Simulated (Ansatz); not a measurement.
Reaction (formal hydrolysis of the Si–F bond): `O[SiH2][SiH](O)F` + H₂O → `O[SiH2][SiH](O)O` + H–F

Gas-phase electronic energies from Ansatz, PBE0-D4/def2-TZVP geometries. CBS: MP2 limit from def2 TZ/QZ plus the TZ coupled-cluster correction, frozen cores. This one scheme is used for every species. Functionals use def2-TZVPP. Each species was taken in one conformer, which may not be the lowest.

```csv
level,ΔE (kJ/mol)
r2SCANh,43.7
RPA@PBE/def2-TZVPP,42.4
SCS-MP2/def2-QZVPP,43.6
HF/CBS(def2),52.4
```

Question: What does CCSD(T)/CBS give? (An estimate is asked.)

Answer: Ansatz gave: +42.6 kJ/mol. The listed levels differ from it by 1.1, -0.2, 1.0, 9.8 kJ/mol.

Largest T1 diagnostic among the species: 0.012.

Leaving LDA and LC-ωPBE aside and taking each functional with its dispersion term where it has one, the values, not all of them listed here, spread over 7.2 kJ/mol, from revPBE-D4 to B97M-V. LDA lies −5.0 kJ/mol from PBE without D4. The D4 term adds −3.1 kJ/mol with B3LYP and −1.7 kJ/mol with PBE0; it sums over pairs of atoms, weighted by their polarisabilities, and B3LYP, whose exchange is more repulsive, gets the larger term.

CCSD(T)/CBS has its own doubt, a few kJ/mol and more with outer-core shells, so smaller differences from it don't rank the levels.

B3LYP here is the variant with VWN-RPA as its local correlation; programs differ in this.
